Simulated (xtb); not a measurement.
C3H8O2, triplet, at the geometry of the source list (a higher spin typed on purpose: for a closed-shell molecule this is an excited state). Base run: xtb with GFN2-xTB.

Input for xtb:
```
$ xtb mol.xyz --gfn 2 --uhf 2 --json

# file mol.xyz
13

C      1.49740000     0.21070000     0.26420000
C      0.09340000     0.38200000    -0.30340000
O     -0.62200000     1.41610000     0.34790000
C     -0.71930000    -0.91880000    -0.22110000
O     -2.00020000    -0.74760000    -0.76880000
H      2.03680000     1.15230000     0.20750000
H      1.44840000    -0.10470000     1.30570000
H      2.04010000    -0.54110000    -0.30040000
H      0.14120000     0.70250000    -1.34960000
H     -0.59560000     1.25210000     1.29830000
H     -0.23270000    -1.71600000    -0.78560000
H     -0.79530000    -1.23070000     0.83530000
H     -2.29210000     0.14330000    -0.52990000
```

Variants of this job, named by their change:

```json
[
 {"change": "base", "ΔE vs base (kJ/mol)": "0.00", "dipole (D)": "2.25", "SCF cycles": "12"},
 {"change": "etemp = 1000", "ΔE vs base (kJ/mol)": "-0.80", "dipole (D)": "2.25", "SCF cycles": "12"},
 {"change": "acc = 30", "ΔE vs base (kJ/mol)": "0.00", "dipole (D)": "2.25", "SCF cycles": "10"},
 {"change": "etemp = 10000", "ΔE vs base (kJ/mol)": "-250.5", "dipole (D)": "2.44", "SCF cycles": "11"},
 {"change": "etemp = 3000", "ΔE vs base (kJ/mol)": "-25.74", "dipole (D)": "2.26", "SCF cycles": "11"},
 {"change": "etemp = 5000", "ΔE vs base (kJ/mol)": "-74.5", "dipole (D)": "2.32", "SCF cycles": "11"},
 {"change": "alpb = acetone", "ΔE vs base (kJ/mol)": "-32.1", "dipole (D)": "2.46", "SCF cycles": "12"}
]
```

ALPB and GBSA are two models with their own fitted parameters for each solvent, which aren't always the measured dielectric constant.
